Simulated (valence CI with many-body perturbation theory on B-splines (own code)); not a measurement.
# Level structure of Hg XXXII

Method: relativistic CI+MBPT: three valence electrons over a frozen Dirac-Fock core [Kr] 4d10, a basis of 7 s, 7 p, 7 d, 7 f, 4 g, 2 h functions for each j, with the one-electron correlation potential Σ1 (screened to all orders), the two-electron term Σ2, the three-electron term Σ3, Breit, model QED; selected single and double excitations, second order for the rest, scaled by the run's own slope (own B-spline code, finite nucleus).

The last digits are not significant, and no measured levels were compared; by estimate large intervals hold to a few tenths of a per cent, small ones and those within an open d or f shell to about a per cent. Excitations out of the core, of the other parity, are not computed and may begin above about 189 eV (a cautious bound); beyond it only levels of the ground parity were kept, without lifetimes.

Levels 91 to 110 of 110, with energies above the lowest level, (4f5/2^3) J=9/2. "Leading %" is the weight of the configuration and term that name the level; weights of strongly mixed levels are sums over their largest components and can fall short. In the jj column 3d3/2^4 stands for four electrons in 3d with j = 3/2.

| No. | Configuration | Term | J | E (cm⁻¹) | Leading % | Leading jj | g |
| --- | --- | --- | --- | --- | --- | --- | --- |
| 91 | 4f²5p | ²G° | 9/2 | 2450000 | 58 | 4f7/2^2 5p3/2 (68 %) | 1.110 |
| 92 | 4f²5p | ⁴D° | 7/2 | 2454400 | 43 | 4f5/2 4f7/2 5p3/2 (88 %) | 1.217 |
| 93 | 4f²5p | ²P° | 3/2 | 2459400 | 40 | 4f5/2^2 5p3/2 (45 %) | 1.162 |
| 94 | 4f²5p | ²H° | 11/2 | 2462800 | 47 | 4f7/2^2 5p3/2 (92 %) | 1.147 |
| 95 | 4f²5p | ²D° | 5/2 | 2464300 | 40 | 4f5/2 4f7/2 5p3/2 (67 %) | 1.115 |
| 96 | 4f²5p | ²I° | 13/2 | 2465500 | 58 | 4f7/2^2 5p3/2 (60 %) | 1.060 |
| 97 | 4f²5p | ²D° | 5/2 | 2466500 | 48 | 4f7/2^2 5p3/2 (68 %) | 1.131 |
| 98 | 4f²5p | ²G° | 9/2 | 2469000 | 46 | 4f7/2^2 5p3/2 (76 %) | 1.144 |
| 99 | 4f²5p | ²F° | 7/2 | 2471800 | 54 | 4f7/2^2 5p3/2 (96 %) | 1.133 |
| 100 | 4f²5p | ²D° | 3/2 | 2474800 | 55 | 4f5/2 4f7/2 5p3/2 (87 %) | 1.130 |
| 101 | 4f²5p | ⁴D° | 5/2 | 2476300 | 42 | 4f5/2 4f7/2 5p3/2 (88 %) | 1.377 |
| 102 | 4f²5p | ²H° | 11/2 | 2478700 | 47 | 4f7/2^2 5p3/2 (64 %) | 1.053 |
| 103 | 4f²5p | ²P° | 1/2 | 2483100 | 47 | 4f5/2 4f7/2 5p3/2 (61 %) | 1.283 |
| 104 | 4f²5p | ²K° | 15/2 | 2490200 | 89 | 4f5/2 4f7/2 5p3/2 (55 %) | 1.079 |
| 105 | 4f²5p | ²H° | 9/2 | 2503500 | 81 | 4f7/2^2 5p3/2 (54 %) | 0.948 |
| 106 | 4f²5p | ²P° | 1/2 | 2507300 | 81 | 4f7/2^2 5p3/2 (58 %) | 0.743 |
| 107 | 4f²5p | ⁴D° | 7/2 | 2507400 | 53 | 4f7/2^2 5p3/2 (95 %) | 1.279 |
| 108 | 4f²5p | ²P° | 3/2 | 2518500 | 54 | 4f7/2^2 5p3/2 (81 %) | 1.247 |
| 109 | 4f²5p | ²D° | 5/2 | 2520600 | 52 | 4f7/2^2 5p3/2 (94 %) | 1.293 |
| 110 | 4f²5p | ²P° | 3/2 | 2595000 | 88 | 4f7/2^2 5p3/2 (88 %) | 1.326 |

Where two levels of one J and parity lie close, their mixing, g and order are uncertain.
